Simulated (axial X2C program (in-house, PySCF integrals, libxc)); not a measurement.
# Testing model relations on BeC⁺

A bond curve at the CCSD(T) level, two-component, was computed with an axial X2C code built on PySCF integrals (basis C dyall-v3z [7s6p2d1f], Be dyall-cv3z [8s8p3d1f] (cores contracted in-house)) for the state Ω = 3/2 (⟨Sz⟩ = 1.50, ⟨Lz⟩ = 0.00 at HF). Its fit gives Re = 1.5799 Å, ωe = 1129.4 cm⁻¹, ωexe = 8.53 cm⁻¹ and αe = 1.412e-02 cm⁻¹; the masses are 12.0000 and 9.0122 u. Two-component means X2C with spin–orbit coupling and atomic mean-field Coulomb and Gaunt terms.

Correlated methods: 5 electrons correlated (number of frozen shells: C 1 s; Be 1 s), 155 virtual spin orbitals or spinors in MP2, 59 natural virtuals in coupled cluster.

Question: Find the reduced mass, Be and the force constant.

Answer: From the CCSD(T) values: μ = 5.1468 u. Be = 16.8576/(μ Re²) = 1.312 cm⁻¹. k = 5.8918×10⁻⁷ μ ωe² = 3.87 mdyn/Å.

Question: A Morse curve ties αe to the other constants (Pekeris). How well does that hold?

Answer: αe(Morse) = 6Be²/ωe × (√(ωexe/Be) − 1) = 1.418e-02 cm⁻¹; the CCSD(T) curve gives 1.412e-02 cm⁻¹, a ratio of 1.00.

Question: Estimate the centrifugal constant by the Kratzer relation.

Answer: D = 4Be³/ωe² = 7.09e-06 cm⁻¹.

Question: Where do the fundamental and the first overtone lie?

Answer: ν(1←0) = ωe − 2ωexe = 1112.3 cm⁻¹; ν(2←0) = 2ωe − 6ωexe = 2207.6 cm⁻¹.

Question: Estimate De from a Morse curve and compare with the computed well depth of 2.649 eV to C + Be+.

Answer: De(Morse) = ωe²/(4ωexe) = 4.635 eV against 2.649 eV computed, a ratio of 1.75. The extrapolation overshoots: the well softens faster than a Morse curve, or the lowest atomic limit lies below the one to which the curve heads.

The state is one determinant whose occupation by symmetry is held fixed; it was picked as the lowest of a PBE0 search that is not exhaustive. Dissociation energies refer to the lowest single-determinant-based atoms at the same level and basis. CCSD and (T) use frozen natural virtuals with an MP2 correction for the truncation; (T) itself is uncorrected, so its De runs slightly low. The 2c atoms are single determinants rather than J levels; their spin–orbit lowering is only partly caught, and De is too large by that part. This holds for CCSD(T). With several unpaired electrons one determinant need not be a pure state. This is the top spin component of a Σ state; components of lower Ω are not single determinants and can lie lower.
